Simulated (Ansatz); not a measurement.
C2H9OPSi, SMILES `CCO[SiH2]P`, relaxed with RKS PBE-D4/def2-SVP in Ansatz 0.2.0 from a rough embedded geometry. The force threshold is 0.03 eV/Å; the program also tests the step.

Total charge 0; spin multiplicity 1.

Start:

```xyz
14

C     0.267   -1.441    1.767
C    -0.607   -0.687    0.843
O     0.202    0.092   -0.058
Si   -0.657    0.980   -1.262
P     0.933    2.032   -2.417
H     0.986   -0.746    2.301
H     0.976   -2.108    1.175
H    -0.242   -2.052    2.448
H    -1.230   -1.456    0.305
H    -1.257   -0.053    1.445
H    -1.458    1.983   -0.508
H    -1.447    0.101   -2.081
H     1.795    0.888   -2.646
H     1.740    2.466   -1.311
```

How much energy does the relaxation release, and in how many steps? (Best estimate.)

The calculation gave: 0.37 eV, in 5 steps.

Which bonds change most? (An estimate is asked.)

The calculation gave: Si4–H12 from 1.438 to 1.509 Å; C1–H8 from 1.047 to 1.109 Å; O3–Si4 from 1.726 to 1.683 Å; C1–C2 from 1.479 to 1.519 Å.

Give the relaxed structure. (Best estimate.)

Computed: 
```xyz
14

C     0.348   -1.470    1.773
C    -0.611   -0.718    0.867
O     0.135    0.056   -0.068
Si   -0.601    1.007   -1.247
P     0.981    2.072   -2.466
H     1.007   -0.761    2.315
H     0.992   -2.150    1.179
H    -0.208   -2.073    2.519
H    -1.279   -1.436    0.332
H    -1.276   -0.056    1.475
H    -1.501    2.039   -0.613
H    -1.435    0.156   -2.174
H     1.751    0.863   -2.613
H     1.697    2.470   -1.280
```
